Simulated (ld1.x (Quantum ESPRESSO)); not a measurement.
I (Z = 53): one change to a TM potential, before and after

- Element: I
- Generator: ld1.x (Quantum ESPRESSO) 7.5
- Type: norm-conserving Troullier–Martins (Kleinman–Bylander form)
- Functional: PBE
- Relativity: scalar-relativistic
- Frozen core: [Kr] 4d10
- Valence charge: 7
- Reference configuration: 5s1 5p6
- Partial waves: 5s (bound): rc 1.25 bohr; 5p (bound): rc 2.20 bohr
- Local potential: all-electron potential smoothed inside 1.90 bohr (lloc = -1)
- Core correction: Bessel-smoothed model core inside 0.90 bohr

All-electron outer shells of the reference configuration (PBE, scalar-relativistic, ld1.x):

| shell | level (eV) | outermost node (bohr) | outermost maximum (bohr) |
| --- | --- | --- | --- |
| 4p | -128.93 | 0.37 | 0.72 |
| 4d | -51.59 | 0.35 | 0.78 |
| 5s | -18.13 | 0.88 | 1.70 |
| 5p | -7.62 | 0.96 | 2.02 |

Change: fully relativistic.

Cutoffs: the cutoffs (Ry, on a coarse ladder) from which the occupation-weighted sum of valence levels, in a spherical-Bessel basis at the reference potential, stays within 10 and 1 mRy of its value at 400 Ry; they do not see the model core or the augmentation charge, which bear on the density cutoff. Errors are all-electron minus pseudo energies relative to the spin-unpolarised reference configuration.

**Question.** What does the change do?

**Answer.** The potential gets neither clearly harder nor softer (110 Ry and 200 Ry → 110 Ry and 200 Ry); both files keep a bound ghost (d); of the 7 tests that both files solve, the error grows in 0 and shrinks in 3 by more than 15 % and 0.3 meV (median size 36.5 → 33.9 meV).

| quantity | base | changed |
| --- | --- | --- |
| cutoff, loose | 110 Ry | 110 Ry |
| cutoff, tight | 200 Ry | 200 Ry |
| bound ghosts | d | d |
| error for 5s2 5p5, meV [ΔE -10.41 → -10.37 eV] | -20 | -20 |
| error for 5s2 5p4, meV [ΔE 0.72 → 0.79 eV] | -36 | -34 |
| error for 5s2 5p3, meV [ΔE 20.56 → 20.66 eV] | -53 | -45 |
| error for 5s2 5p2, meV [ΔE 49.89 → 50.03 eV] | -72 | -56 |
| error for 5s2 5p1, meV [ΔE 89.32 → 89.49 eV] | -111 | -83 |
| error for 5s2 5p4.5, meV [ΔE -5.88 → -5.82 eV] | -28 | -27 |
| error for 5s2 5p5.3, meV [ΔE -12.20 → -12.16 eV] | -15 | -16 |
| s: phases at 2.40 bohr within 0.05 rad from the reference energy up to (Ry; the scan ends near 5) | -0.5 | -0.5 |

 A true bound ghost makes a file unfit for plane-wave use even where its test errors are small: the radial tests pick states by their node count and pass the ghost by.
